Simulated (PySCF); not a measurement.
Two-dimensional NMR puzzle

Compound of formula C₄H₁₀O₂Si₂. Correlations simulated from computed shifts and the bond graph:

HSQC (one-bond C–H):
```
  δH    δC
4.06  63.6
2.54  25.8
1.41  77.5
```

COSY cross peaks (H two or three bonds apart, from the bond graph; peaks can be absent where the dihedral angle is near 90°):
```
  δH    δH
4.06  2.54
```

HMBC (two and three bonds, from the bond graph):
```
  δH                δC
5.09              63.6
4.06        88.6, 25.8
2.54  88.6, 77.5, 63.6
1.41        88.6, 25.8
```

Carbons without hydrogens: δ 88.6.

Level of theory: geometry: GFN2-xTB, shielding tensors at PBE0/pcSseg-1 (GIAO), in PySCF 2.14 (one conformer, no solvent model, no relativistic terms, one averaged value for each set of equivalent atoms).

Chemical shifts δ = σref − σ; TMS for $^{1}$H, $^{13}$C, all at this level.

Exchangeable hydrogens are left out of these lists.

Question: Which molecule is this?

Answer: SMILES C(C#C)CO[SiH2]O[SiH3].

Numbering as in the mapped SMILES `[CH:1]#[C:2][CH2:3][CH2:4][O:5][SiH2:6][O:7][SiH3:8]` (H(Xn): hydrogen on atom n).

δC 88.6 is C2, an alkyne carbon. δC 77.5 is C1, a terminal alkyne carbon (δH 1.41). δC 63.6 is C4, an sp3 CH2 bonded to O (δH 4.06). δC 25.8 is C3, a propargylic sp3 CH2 (δH 2.54). HMBC from δH 4.06 reaches the proton-free carbon C2. HMBC from δH 2.54 reaches the proton-free carbon C2. HMBC from δH 1.41 reaches the proton-free carbon C2. COSY links 4.06–2.54.

The shifts were computed for this structure.

Shifts are as computed. Against solution values, carbons near 30 ppm lie about +3 ppm off and those near 130 ppm about +5 ppm. Of 1309 compounds with measured shifts, 239 miss one by over three times the rms of a fit or turn the order of signals round; such compounds aren't used in these exercises.
